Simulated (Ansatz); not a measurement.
Species: H2BO2, SMILES `O[B]O` (H–O–B–O torsion 0°, O–B–O–H torsion 180°) (charge 0, multiplicity 2).

### Question
Give a relaxed geometry from Ansatz (a quantum-chemistry and plane-wave program) with CAM-B3LYP-D3(BJ)/def2-TZVP.

### Answer
Several could match; the one computed here: the end point of this relaxation, one of several conformers (outside a Z-matrix the atoms follow the SMILES, hydrogens last).
Bond lengths (Å): O1–B2 1.339, O1–H4 0.968, B2–O3 1.353, O3–H5 0.960. Bond angles (°): B2–O1–H4 114.4, O1–B2–O3 123.3, B2–O3–H5 114.5.
